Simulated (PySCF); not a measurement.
## Exercise with solution: oscillator strength and radiative lifetime

CH3AlCl2S, SMILES [Al]([Cl])([S]C)[Cl].

Coordinates come from a PBE-D3(BJ)/def2-SVP optimisation. The structure was generated by enumeration; whether it is a known compound was not checked. One conformer was computed; it need not be the lowest.

TDA-CAM-B3LYP/def2-SVPD (PySCF 2.14.0) puts the first singlet state with f over 0.02 at 5.32 eV (vertical), with the transition dipole (0.364, -0.179, -0.080) in atomic units.

Q: Find the oscillator strength, the wavelength and the radiative lifetime that this transition would have in vacuum if emission retraced absorption.

A: 
|μ|² = 0.1709 au, so |μ| = 1.05 D. ΔE = 5.32/27.211 = 0.1955 hartree. f = (2/3) ΔE |μ|² = 0.022 (the program prints 0.022).
λ = 1239.84/5.32 = 233 nm; ν = 42909 cm⁻¹.
Einstein's coefficient A = 0.6670 ν² f s⁻¹ (ν in cm⁻¹) = 2.7e7 s⁻¹, so τ = 1/A = 37 ns. This state is S1. The figure is the radiative limit of this one transition; relaxation, internal conversion, crossing to triplets and a medium change what is measured.
